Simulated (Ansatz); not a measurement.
Ansatz (an electronic-structure program) input (B3LYP-D3(BJ)/def2-TZVP):

Ansatz 0.2 input:
```yaml
crystal:
  periodic: [false, false, false]
  atoms:
    - {symbol: Ge, position_ang: [-0.01667653, -0.02374786, -0.02936325]}
    - {symbol: H, position_ang: [0.55173632, -0.94519677, 1.07018852]}
    - {symbol: H, position_ang: [-1.12441123, 0.88709926, 0.54024778]}
    - {symbol: H, position_ang: [1.10632396, 0.81802910, -0.67081224]}
basis:
  gaussian:
    orbitals: def2-TZVP
hamiltonian:
  xc: b3lyp
  dispersion: d3bj
magnetization: {spin_polarized: true, initial_magnetization: 1}
phonons: {temperatures: {t_min: 298.15, t_max: 298.15, t_step: 100}}
```

Output:

```
Functional definition: B3LYP
integrals: 0.01 GiB planned
521 factors; their error is unknown
mean field: 0.20 GiB planned
mean field evaluation 1: about -56566.3209 eV, gradient 1.3e1 eV
mean field evaluation 2: about -56566.5638 eV, gradient 1.2e1 eV
mean field evaluation 4: about -56566.7711 eV, gradient 2.3e-1 eV
mean field evaluation 8: about -56566.9873 eV, gradient 6.1e-3 eV
mean field -56566.98732592 eV, -2078.7984417463 hartree, gradient 6.5e-5 eV, S^2 0.751246; 0 other end points of the search recorded, 0 dependent functions left out
the calculation of the forces begins
reference -56566.98752251 eV, -2078.7984489708 hartree; 18, 17 occupied and 48, 49 virtual orbitals, 521 factors
these checks for a lower state are left out or cut short: stability, starts, cluster_reference, orbital_swaps, neighbouring_geometries, increment
integrals: 0.01 GiB planned
521 factors; their error is unknown
mean field: 0.20 GiB planned
mean field evaluation 16: about -56566.9873 eV, gradient 7.7e-2 eV
mean field -56566.98727592 eV, -2078.7984399090 hartree, gradient 2.4e-6 eV, S^2 0.751249; 0 other end points of the search recorded, 0 dependent functions left out
the calculation of the forces begins
reference -56566.98747252 eV, -2078.7984471340 hartree; 18, 17 occupied and 48, 49 virtual orbitals, 521 factors
these checks for a lower state are left out or cut short: stability, starts, cluster_reference, orbital_swaps, neighbouring_geometries, increment
integrals: 0.01 GiB planned
521 factors; their error is unknown
mean field: 0.20 GiB planned
mean field -56566.98727253 eV, -2078.7984397843 hartree, gradient 2.6e-6 eV, S^2 0.751244; 0 other end points of the search recorded, 0 dependent functions left out
the calculation of the forces begins
reference -56566.98746911 eV, -2078.7984470085 hartree; 18, 17 occupied and 48, 49 virtual orbitals, 521 factors
these checks for a lower state are left out or cut short: stability, starts, cluster_reference, orbital_swaps, neighbouring_geometries, increment
integrals: 0.01 GiB planned
521 factors; their error is unknown
mean field: 0.20 GiB planned
mean field evaluation 32: about -56566.9873 eV, gradient 5.7e-5 eV
mean field -56566.98726263 eV, -2078.7984394206 hartree, gradient 2.1e-6 eV, S^2 0.751244; 0 other end points of the search recorded, 0 dependent functions left out
the calculation of the forces begins
reference -56566.98745923 eV, -2078.7984466456 hartree; 18, 17 occupied and 48, 49 virtual orbitals, 521 factors
these checks for a lower state are left out or cut short: stability, starts, cluster_reference, orbital_swaps, neighbouring_geometries, increment
integrals: 0.01 GiB planned
521 factors; their error is unknown
mean field: 0.20 GiB planned
mean field -56566.98726510 eV, -2078.7984395115 hartree, gradient 2.3e-6 eV, S^2 0.751248; 0 other end points of the search recorded, 0 dependent functions left out
the calculation of the forces begins
reference -56566.98746168 eV, -2078.7984467356 hartree; 18, 17 occupied and 48, 49 virtual orbitals, 521 factors
these checks for a lower state are left out or cut short: stability, starts, cluster_reference, orbital_swaps, neighbouring_geometries, increment
integrals: 0.01 GiB planned
521 factors; their error is unknown
mean field: 0.20 GiB planned
mean field -56566.98731602 eV, -2078.7984413827 hartree, gradient 2.2e-6 eV, S^2 0.751246; 0 other end points of the search recorded, 0 dependent functions left out
the calculation of the forces begins
reference -56566.98751262 eV, -2078.7984486074 hartree; 18, 17 occupied and 48, 49 virtual orbitals, 521 factors
these checks for a lower state are left out or cut short: stability, starts, cluster_reference, orbital_swaps, neighbouring_geometries, increment
integrals: 0.01 GiB planned
521 factors; their error is unknown
mean field: 0.20 GiB planned
mean field -56566.98731436 eV, -2078.7984413217 hartree, gradient 2.1e-6 eV, S^2 0.751247; 0 other end points of the search recorded, 0 dependent functions left out
the calculation of the forces begins
reference -56566.98751095 eV, -2078.7984485461 hartree; 18, 17 occupied and 48, 49 virtual orbitals, 521 factors
these checks for a lower state are left out or cut short: stability, starts, cluster_reference, orbital_swaps, neighbouring_geometries, increment
integrals: 0.01 GiB planned
521 factors; their error is unknown
mean field: 0.20 GiB planned
mean field -56566.98730083 eV, -2078.7984408244 hartree, gradient 1.9e-6 eV, S^2 0.751246; 0 other end points of the search recorded, 0 dependent functions left out
the calculation of the forces begins
reference -56566.98749741 eV, -2078.7984480484 hartree; 18, 17 occupied and 48, 49 virtual orbitals, 521 factors
these checks for a lower state are left out or cut short: stability, starts, cluster_reference, orbital_swaps, neighbouring_geometries, increment
integrals: 0.01 GiB planned
521 factors; their error is unknown
mean field: 0.20 GiB planned
mean field evaluation 64: about -56566.9873 eV, gradient 2.2e-6 eV
mean field -56566.98730957 eV, -2078.7984411456 hartree, gradient 2.2e-6 eV, S^2 0.751247; 0 other end points of the search recorded, 0 dependent functions left out
the calculation of the forces begins
reference -56566.98750618 eV, -2078.7984483708 hartree; 18, 17 occupied and 48, 49 virtual orbitals, 521 factors
these checks for a lower state are left out or cut short: stability, starts, cluster_reference, orbital_swaps, neighbouring_geometries, increment
integrals: 0.01 GiB planned
521 factors; their error is unknown
mean field: 0.20 GiB planned
mean field -56566.98730116 eV, -2078.7984408364 hartree, gradient 1.7e-6 eV, S^2 0.751245; 0 other end points of the search recorded, 0 dependent functions left out
the calculation of the forces begins
reference -56566.98749777 eV, -2078.7984480616 hartree; 18, 17 occupied and 48, 49 virtual orbitals, 521 factors
these checks for a lower state are left out or cut short: stability, starts, cluster_reference, orbital_swaps, neighbouring_geometries, increment
integrals: 0.01 GiB planned
521 factors; their error is unknown
mean field: 0.20 GiB planned
mean field -56566.98729756 eV, -2078.7984407043 hartree, gradient 2.7e-6 eV, S^2 0.751247; 0 other end points of the search recorded, 0 dependent functions left out
the calculation of the forces begins
reference -56566.98749414 eV, -2078.7984479282 hartree; 18, 17 occupied and 48, 49 virtual orbitals, 521 factors
these checks for a lower state are left out or cut short: stability, starts, cluster_reference, orbital_swaps, neighbouring_geometries, increment
integrals: 0.01 GiB planned
521 factors; their error is unknown
mean field: 0.20 GiB planned
mean field -56566.98728796 eV, -2078.7984403513 hartree, gradient 2.3e-6 eV, S^2 0.751245; 0 other end points of the search recorded, 0 dependent functions left out
the calculation of the forces begins
reference -56566.98748455 eV, -2078.7984475761 hartree; 18, 17 occupied and 48, 49 virtual orbitals, 521 factors
these checks for a lower state are left out or cut short: stability, starts, cluster_reference, orbital_swaps, neighbouring_geometries, increment
integrals: 0.01 GiB planned
521 factors; their error is unknown
mean field: 0.20 GiB planned
mean field -56566.98728210 eV, -2078.7984401362 hartree, gradient 1.6e-6 eV, S^2 0.751248; 0 other end points of the search recorded, 0 dependent functions left out
the calculation of the forces begins
reference -56566.98747869 eV, -2078.7984473605 hartree; 18, 17 occupied and 48, 49 virtual orbitals, 521 factors
these checks for a lower state are left out or cut short: stability, starts, cluster_reference, orbital_swaps, neighbouring_geometries, increment
integrals: 0.01 GiB planned
521 factors; their error is unknown
mean field: 0.20 GiB planned
mean field evaluation 96: about -56566.9873 eV, gradient 2.7e-6 eV
mean field -56566.98732009 eV, -2078.7984415323 hartree, gradient 2.7e-6 eV, S^2 0.751247; 0 other end points of the search recorded, 0 dependent functions left out
the calculation of the forces begins
reference -56566.98751669 eV, -2078.7984487571 hartree; 18, 17 occupied and 48, 49 virtual orbitals, 521 factors
these checks for a lower state are left out or cut short: stability, starts, cluster_reference, orbital_swaps, neighbouring_geometries, increment
integrals: 0.01 GiB planned
521 factors; their error is unknown
mean field: 0.20 GiB planned
mean field -56566.98731463 eV, -2078.7984413315 hartree, gradient 2.8e-6 eV, S^2 0.751246; 0 other end points of the search recorded, 0 dependent functions left out
the calculation of the forces begins
reference -56566.98751121 eV, -2078.7984485558 hartree; 18, 17 occupied and 48, 49 virtual orbitals, 521 factors
Total energy: -56567.05374909 eV, -2078.8008827530 hartree
Atom 0 at    -0.016677    -0.023748    -0.029363 Å, force    -0.000071    -0.000092    -0.000095 eV/Å
Atom 1 at     0.551736    -0.945197     1.070189 Å, force     0.000082    -0.000149     0.000141 eV/Å
Atom 2 at    -1.124411     0.887099     0.540248 Å, force    -0.000170     0.000127     0.000062 eV/Å
Atom 3 at     1.106324     0.818029    -0.670812 Å, force     0.000160     0.000115    -0.000108 eV/Å
Dipole moment:    -0.009037    -0.012869    -0.015911 e Å
Vibrations: 711.05 854.46 854.49 2072.31 2118.38 2118.39 cm⁻¹, zero-point energy 0.541133 eV
```
